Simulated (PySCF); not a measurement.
Delta-SCF ions had no search for a lower state. 

**H4Sn, SMILES `[SnH4]` (charge 0, multiplicity 1)**

These are ωB97X-D3(BJ)/def2-TZVP // B3LYP-D3(BJ)/def2-SVP in PySCF values and carry that method's errors.

* **HOMO**: -11.63 eV
* **dipole moment**: 0.00 D
* **LUMO**: 2.39 eV
* **HOMO–LUMO gap**: 14.02 eV
* **vertical ionisation energy (Delta-SCF)**: 11.82 eV
* **total energy**: -5898.19 eV
* **cost**: about 24 core-seconds (a rough figure)

```xyz
5

Sn     0.0000     0.0000     0.0000
H      1.3025    -1.1159    -0.0723
H      0.5902     1.5874    -0.2808
H     -1.1623    -0.3987    -1.1987
H     -0.7303    -0.0727     1.5519
```
